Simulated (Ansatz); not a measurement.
```yaml
crystal:
  periodic: [false, false, false]
  atoms:
    - {symbol: F, position_ang: [0.671874, -1.093906, 1.925900]}
    - {symbol: Si, position_ang: [0.859506, -0.726712, 0.402624]}
    - {symbol: F, position_ang: [2.234477, 0.029156, 0.253046]}
    - {symbol: F, position_ang: [0.960268, -2.079427, -0.403838]}
    - {symbol: Si, position_ang: [-0.908657, 0.586037, -0.371590]}
    - {symbol: Cl, position_ang: [-0.937225, 2.304468, 0.728180]}
    - {symbol: Cl, position_ang: [-0.563625, 0.998463, -2.339882]}
    - {symbol: H, position_ang: [-2.224417, -0.075180, -0.250341]}
basis:
  gaussian: {orbitals: cc-pVTZ-DK}
magnetization: {spin_polarized: true, initial_magnetization: 2}
hamiltonian: {xc: {name: HF}}
correlation: {active_space: {window: {electrons: 40, orbitals: 30}}}
output: {forces: true}
```

```sh
$ ansatz run in.yaml --threads 2 --pin off --events-out ev --progress --plain --max-ram 32768MiB --backend cpu
```

Shortened log:

```
Error: invalid value for `correlation.active_space`: it starts from restricted Hartree–Fock orbitals; set hamiltonian.xc: hf without magnetization.spin_polarized
```
